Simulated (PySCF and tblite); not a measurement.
Results of a calculation; reference values are marked as such.
Stationary points of C6H10Si at GFN2-xTB, in Å:

Structure A

```
 1 C     1.887   -0.640    0.494
 2 Si    1.159    1.101    0.339
 3 C    -0.662    1.006   -0.293
 4 C    -1.419    0.132    0.624
 5 C    -1.716   -1.021   -0.006
 6 C    -1.249   -0.948   -1.362
 7 C    -0.667    0.251   -1.562
 8 H     1.886   -1.154   -0.463
 9 H     1.314   -1.246    1.190
10 H     2.912   -0.604    0.850
11 H     1.145    1.783    1.641
12 H     1.924    1.908   -0.622
13 H    -1.030    2.027   -0.364
14 H    -1.651    0.397    1.640
15 H    -2.232   -1.869    0.410
16 H    -1.371   -1.733   -2.087
17 H    -0.235    0.622   -2.473
```

Structure B

```
 1 C     2.041    0.021    1.538
 2 Si    1.305    0.505   -0.144
 3 C    -0.616    0.580    0.004
 4 C    -1.100   -0.789    0.271
 5 C    -1.712   -1.266   -0.830
 6 C    -1.733   -0.241   -1.835
 7 C    -1.136    0.864   -1.348
 8 H     1.735   -0.979    1.834
 9 H     1.738    0.705    2.325
10 H     3.125    0.031    1.494
11 H     1.778    1.843   -0.527
12 H     1.659   -0.476   -1.172
13 H    -0.869    1.318    0.763
14 H    -0.948   -1.302    1.203
15 H    -2.138   -2.246   -0.956
16 H    -2.175   -0.357   -2.809
17 H    -1.004    1.807   -1.846
```

Structure C

```
 1 C     1.922   -0.437    1.294
 2 Si    1.288    0.938    0.154
 3 C    -0.637    0.841   -0.040
 4 C    -1.184   -0.363    0.628
 5 C    -1.668   -1.209   -0.297
 6 C    -1.534   -0.609   -1.598
 7 C    -0.972    0.605   -1.464
 8 H     1.636   -1.418    0.925
 9 H     1.528   -0.338    2.302
10 H     3.006   -0.410    1.362
11 H     1.611    2.255    0.726
12 H     1.925    0.820   -1.161
13 H    -1.046    1.772    0.351
14 H    -1.161   -0.508    1.693
15 H    -2.105   -2.176   -0.120
16 H    -1.857   -1.073   -2.514
17 H    -0.751    1.312   -2.243
```

The path came from a restrained scan, a climbing-image band and a saddle search at GFN2-xTB; energies are PBE0/pcSseg-1 + D3(BJ)//GFN2-xTB, thermal terms GFN2-xTB.

Q: Which structure is a saddle point, and along which motion?

A: C: one imaginary mode (62i cm⁻¹ at GFN2-xTB, mostly on C1, Si2), along the rotation about the Si2–C3 bond (torsion C1–Si2–C3–C4 from 56° to -66°, falling).

Q: Give their symmetry and energies above the lowest.

A: A Cs, 0.0 kcal/mol; B C1, 0.6 kcal/mol; C C1, 4.1 kcal/mol.
